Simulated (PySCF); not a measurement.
**H$_{3}$Ga, SMILES `[GaH3]` (charge 0, multiplicity 1)**

Method: TPSSh-D3(BJ)/def2-TZVP // PBE0-D3(BJ)/def2-TZVP (PySCF 2.14.0).

```json
{
 "HOMO": "-8.04 eV",
 "dipole_moment": "0.00 D",
 "LUMO": "-2.12 eV",
 "HOMO–LUMO gap": "5.92 eV",
 "total_energy": "-1926.6070 Ha",
 "cost": "around 5 core-seconds (rough)"
}
```

```xyz
4

Ga     0.0000    -0.0001     0.0001
H      1.5611    -0.1470    -0.0172
H     -0.9082    -1.2784     0.0111
H     -0.6530     1.4256     0.0060
```
